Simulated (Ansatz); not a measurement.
In₂Te₃, relaxed as a singlet with RKS r2SCAN-D4/def2-SVP in Ansatz, starting from the GFN1-xTB geometry. Force threshold 0.02 eV/Å.

In the def2 sets In, Te take a core potential; there is no spin–orbit coupling. The structure comes from a short search, and lower isomers may exist.

Start:

```xyz
5

In   -1.350   -1.124   -0.474
In   -0.478    1.424   -1.504
Te    0.873   -0.898    1.498
Te   -0.804    1.274    1.572
Te    1.758   -0.676   -1.091
```

(1) Estimate the energy that the relaxation releases and the steps that it takes.

(2) Does the start keep its bonding and symmetry?

(3) Predict the relaxed structure.

## Answers

(1) 0.41 eV, in 10 steps; 37 s on 4 threads of Arm Neoverse V2 on a shared host. The force fell under the threshold at step 9, but the optimiser went on. No frequencies were taken in this run, so the end may be a saddle point.

(2) By distances, no bond broke or formed, bridged metal pairs apart. The bond that changes most is In1–Te3, from 2.98 to 3.11 Å (atoms count from 1). Metal–metal contacts that move far: In1–In2 2.88 to 4.27 Å. Point group Cs at the start, Cs at the end, both within 0.05 Å.

(3) 
```xyz
5

In   -1.436   -1.731   -0.113
In    0.113    2.037   -1.383
Te    1.019   -0.648    1.455
Te   -1.109    1.131    1.332
Te    1.413   -0.789   -1.290
```
Bond lengths (bridged metal pairs left out): 5 × In–Te 3.11 to 3.22 Å; 2 × Te–Te 2.78 Å.
